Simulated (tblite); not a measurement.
Compound: C6H14SSi2.
Atom-mapped SMILES: `[CH2:1]=[C:2]([CH3:3])[C@@H:4]1[CH2:5][SiH2:6][C@H:7]1[S:8][SiH3:9]` (hydrogens: H10, H11 on C1; H12, H13, H14 on C3; H15 on C4; H16, H17 on C5; H18, H19 on Si6; H20 on C7; H21, H22, H23 on Si9)

Structure used (GFN2-xTB), in Å, numbered top down from 1:
```xyz
23
C6H14SSi2 angstrom
C     -1.9294   -0.6307   -0.4354
C     -0.8641   -0.8463    0.3228
C     -0.5763   -2.1898    0.9225
C      0.1086    0.2416    0.6740
C     -0.4577    1.3574    1.5907
Si     0.5011    2.6987    0.6213
C      0.5941    1.1355   -0.4868
S      2.2091    0.6569   -1.1965
Si     1.6012   -0.8443   -2.5867
H     -2.6254   -1.4183   -0.6707
H     -2.1580    0.3378   -0.8484
H     -1.2876   -2.9361    0.5774
H      0.4311   -2.5157    0.6647
H     -0.6333   -2.1282    2.0097
H      0.9863   -0.1978    1.1540
H     -0.2398    1.2068    2.6452
H     -1.5390    1.4326    1.4851
H     -0.2457    3.8258    0.0662
H      1.7742    3.1005    1.2065
H     -0.1152    1.1494   -1.3128
H      0.5857   -0.2489   -3.4487
H      2.8283   -1.1701   -3.2903
H      1.0470   -1.9898   -1.8754
```

Computed values, GFN2-xTB/tblite, gas phase, harmonic and unscaled. The method is semi-empirical: single wavenumbers can be off by several per cent or more. Modes of hydrogen on silicon can be 10 to 20 % off. One conformer, not necessarily the lowest.

Harmonic wavenumbers (cm⁻¹): 26.0, 45.2, 61.7, 104.4, 111.8, 155.8, 162.3, 195.6, 222.4, 304.4, 332.3, 426.9, 436.2, 479.3, 506.1, 522.0, 534.7, 538.8, 562.1, 613.4, 665.3, 719.2, 731.3, 745.9, 748.7, 759.9, 775.0, 793.9, 851.9, 878.4, 891.9, 954.7, 1006.1, 1027.6, 1032.0, 1049.9, 1083.6, 1114.4, 1176.2, 1183.4, 1231.6, 1262.4, 1347.2, 1398.8, 1424.4, 1468.0, 1480.6, 1488.9, 1718.2, 2274.7, 2292.8, 2313.6, 2316.9, 2368.6, 2957.9, 2963.9, 2994.1, 2998.4, 3010.2, 3012.1, 3039.9, 3100.2, 3119.9.

A = 1054, B = 874.3, C = 555.6 MHz; mass 174.035 u (most abundant isotopes); point group C1, symmetry number 1.

Task: What is the zero-point energy?

Result: ½Σν̃ = 38057 cm⁻¹ = 108.81 kcal/mol.

Task: Entropy at 298.15 K, 1 bar (ideal gas, RRHO, classical rotation)?

Result: Translation 41.40, rotation 30.82, vibration 43.17: S = 115.4 cal/(mol K).

Task: And Cp and H(298.15 K) − H(0)?

Result: Cp = 50.90 cal/(mol K), of which vibrations give 42.95 (their classical limit is 63 R = 125.2); H(298.15 K) − H(0) = 8.88 kcal/mol without the zero-point energy, 6.51 from vibrations.

Task: Which modes carry the vibrational entropy at 298.15 K?

Result: 26.0 cm⁻¹: 6.11; 45.2 cm⁻¹: 5.02; 61.7 cm⁻¹: 4.40; 104.4 cm⁻¹: 3.37; 111.8 cm⁻¹: 3.24; 155.8 cm⁻¹: 2.60 cal/(mol K); the other 57 give 18.43 together.

Task: Blend soft modes into free rotors: weight 1/[1 + (100 cm⁻¹/ν̃)⁴] for the oscillator and the rest for a rotor with moment μB/(μ + B), μ = h/(8π²ν), B = 10⁻⁴⁴ kg m². What vibrational entropy results?

Result: 38.54 cal/(mol K) in place of 43.17, which changes −T·S at 298.15 K by +1.38 kcal/mol.

Task: What must be added to the electronic energy to get the Gibbs energy at 298.15 K and 1 bar?

Result: ZPE + [H(298.15 K) − H(0)] − T·S = 108.81 + 8.88 − 34.40 = 83.29 kcal/mol.

Hindered rotation and anharmonicity are outside this model. Other conformers, if any are populated, would add a mixing term that is left out. The structure is chiral; the term R ln 2 for an equal mix with its mirror image is left out.
